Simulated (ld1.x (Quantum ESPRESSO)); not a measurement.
# As (Z = 33): excitation energies, all-electron against RRKJ

* Element: As
* Generator: ld1.x (Quantum ESPRESSO) 7.5
* Type: norm-conserving RRKJ (Kleinman–Bylander form)
* Functional: PBEsol
* Relativity: scalar-relativistic
* Frozen core: [Ar] 3d10
* Valence charge: 5
* Reference configuration: 4s2 4p2 (charge +1)
* Partial waves: 4p (bound): rc 1.80 bohr; 4s (bound): rc 1.15 bohr
* Local potential: the s channel
* Core correction: Bessel-smoothed model core inside 1.05 bohr
* rho0: 0.02

Energies are relative to the spin-unpolarised reference configuration 4s2 4p2; without spin polarisation the order of configurations can differ from experiment.

(1) Give the all-electron excitation energy and the error of the potential for: 4s2 4p3; 4s2 4p1; 4s2 4p0; 4s1 4p0; 4s2 4p2.5; 4s2 4p3.3; 4s1 4p3.

Levels in the configuration 4s2 4p3:

```csv
level,all-electron (eV),pseudo (eV)
4s,-14.503,-14.493
4p,-5.196,-5.189
```

Note: ghost state, extra bound levels that the all-electron valence spectrum of the same l lacks: p at -445.8 eV. A true bound ghost makes a file unfit for plane-wave use.

Answers

(1)

```tsv
valence configuration	charge	ΔE all-electron (eV)	error AE − PS (meV)
4s2 4p3	0	-9.158	-3.3
4s2 4p1	+2	17.941	-11
4s2 4p0	+3	45.664	-39
4s1 4p0	+4	96.293	-225
4s2 4p2.5	+0.5	-5.600	-0.7
4s2 4p3.3	-0.3	-10.392	-5.3
4s1 4p3	+1	10.115	-25
```
